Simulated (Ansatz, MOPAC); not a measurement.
System: prop-2-enylsilane, C₃H₈Si, net charge 0, singlet state. SMILES: C(C=C)[SiH3]

Atoms: C1, C2, C3, Si4, H5, H6, H7, H8, H9, H10, H11, H12. Bonds: C1-C2, C1-H5, C1-H6, C2-C3, C2-H7, C3-Si4, C3-H8, C3-H9, Si4-H10, Si4-H11, Si4-H12.

Bond lengths (Å) and angles (degrees) optimised at AM1 with MOPAC; PM3 with MOPAC; PM6 with MOPAC; HF/STO-3G with Ansatz (a quantum-chemistry and plane-wave program); PBE/6-31G* with Ansatz; B3LYP/6-31G* with Ansatz, each started from the B3LYP-D3(BJ)/def2-TZVP structure (Ansatz) of the last column. A row stands for all coordinates that are equal there; 13 of 29 kinds are shown. 6-31G* holds six Cartesian d functions. No wavenumbers were computed at HF/STO-3G, PBE/6-31G*, so these may be saddle points.

```
coordinate    AM1    PM3    PM6  HF/STO-3G  PBE/6-31G*  B3LYP/6-31G*  B3LYP-D3(BJ)/def2-TZVP
----------  -----  -----  -----  ---------  ----------  ------------  ----------------------
C1-C2       1.333  1.330  1.335      1.309       1.344         1.335                   1.328
C1-H5       1.098  1.085  1.079      1.081       1.094         1.086                   1.082
C1-H6       1.098  1.086  1.079      1.081       1.097         1.088                   1.084
C2-C3       1.472  1.472  1.490      1.520       1.502         1.503                   1.495
C2-H7       1.105  1.098  1.095      1.086       1.099         1.091                   1.087
C3-Si4      1.821  1.882  1.877      1.874       1.910         1.904                   1.892
C3-H8       1.121  1.104  1.114      1.087       1.107         1.099                   1.094
C3-H9       1.120  1.104  1.117      1.084       1.105         1.097                   1.093
C1-C2-C3    124.6  123.7  124.2      125.4       125.5         125.6                   125.5
C2-C3-Si4   108.7  108.4  110.3      113.1       111.2         112.2                   111.7
C2-C1-H5    122.1  122.6  123.1      122.0       121.6         121.6                   121.5
C2-C1-H6    122.9  123.3  124.0      122.2       121.7         121.8                   121.6
C1-C2-H7    120.4  120.7  120.8      119.4       118.8         118.8                   118.7
```

Mean signed difference of all 11 bond lengths from B3LYP-D3(BJ)/def2-TZVP: AM1 -0.004 Å, PM3 0.003 Å, PM6 0.002 Å, HF/STO-3G -0.019 Å, PBE/6-31G* 0.015 Å, B3LYP/6-31G* 0.006 Å.
